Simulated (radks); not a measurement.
Results of a calculation; reference values are marked as such.
Question: These are the eigenvalues of the occupied orbitals of an atom or ion with whole-number occupations (eV). Level of theory: scalar-relativistic Kohn-Sham, PBEsol, spin-polarised, spherical densities, finite nucleus; Fermi nuclear charge, rms radius of each element as measured or else 0.836 A^(1/3) + 0.57 fm (a radial shooting solver on a logarithmic mesh with Libxc functionals).

| orbital | eigenvalue |
|---|---|
| 1s up | -3561.235 |
| 1s down | -3560.653 |
| 2s up | -395.3971 |
| 2s down | -394.8646 |
| 2p up | -322.7182 |
| 2p down | -321.9796 |
| 3s up | -73.5116 |
| 3s down | -70.5880 |
| 3p up | -55.8990 |
| 3p down | -53.1047 |

Which element is it, and in what charge state? The configuration may be excited. Open shells, if any, are filled with parallel spins first.

Answer: Z = 19, potassium, charge +3: K3+ in [Ne] 3s2 3p4. The list shows which subshells hold electrons but not how many an open one holds; the 1s level, -130.87 hartree, gives Z - s = 16.2 by -(Z - s)^2/2, which with screening and relativity narrows Z to a few neighbours, and the depths of the outer levels then fix element, charge and occupations together.
